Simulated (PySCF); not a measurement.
GeH4O4. Atoms are numbered in the order given.

```xyz
9

O     -1.1255     0.9782    -0.9269
Ge     0.0000     0.0000     0.0000
O      1.1255    -0.9782    -0.9269
O     -0.9782    -1.1255     0.9269
O      0.9782     1.1255     0.9269
H     -1.9249     0.4873    -1.1491
H      1.9249    -0.4873    -1.1491
H     -0.4873    -1.9249     1.1491
H      0.4873     1.9249     1.1491
```
Charge 0, spin multiplicity 1.

Coordinates come from a PBE0-D3(BJ)/def2-SVP optimisation. The isomer is the one that the SMILES or the coordinates give; other isomers of the formula were not compared. One conformer was computed; it need not be the lowest.

Level of theory: TDA-M06-2X/def2-SVPD (PySCF 2.14.0).

Vertical excitations; the highest root listed may be one member of a degenerate set.  State labels are in the subgroup C2.

Q: List the lowest excited states. (The exact figures need the calculation; the answer reports its results.)

A: 
```tsv
state	symmetry	energy (eV)	λ (nm)	f	main pairs
S1	B	7.88	157	0.027	HOMO→LUMO (degenerate set)
S2	B	7.88	157	0.027	HOMO−1→LUMO (degenerate set)
S3	A	8.33	149	0.000	HOMO−3→LUMO 69 %
S4	A	8.34	149	0.194	HOMO−2→LUMO 81 %
S5	A	9.15	135	0.001	HOMO→LUMO+1 27 %, HOMO−1→LUMO+2 27 %, HOMO−7→LUMO 20 %, HOMO−2→LUMO 6 %
S6	B	9.17	135	0.134	HOMO−4→LUMO, HOMO−5→LUMO, HOMO−2→LUMO+1 (degenerate set)
S7	B	9.17	135	0.134	HOMO−5→LUMO, HOMO−4→LUMO, HOMO−2→LUMO+2 (degenerate set)
S8	A	9.47	131	0.000	HOMO−6→LUMO 43 %, HOMO−2→LUMO+3 16 %, HOMO→LUMO+2 7 %, HOMO−1→LUMO+1 7 %
S9	A	9.62	129	0.000	HOMO−1→LUMO+2 29 %, HOMO→LUMO+1 29 %, HOMO−3→LUMO 17 %
S10	B	9.76	127	0.023	HOMO→LUMO+3 41 %, HOMO−5→LUMO 16 %, HOMO−3→LUMO+1 12 %, HOMO−2→LUMO+1 6 %
T1	B	7.48	166	0	HOMO→LUMO (degenerate set)
T2	B	7.48	166	0	HOMO−1→LUMO (degenerate set)
T3	A	7.80	159	0	HOMO−2→LUMO 70 %
T4	A	7.92	157	0	HOMO−3→LUMO 62 %
```
Triplets are in the Tamm–Dancoff approximation.
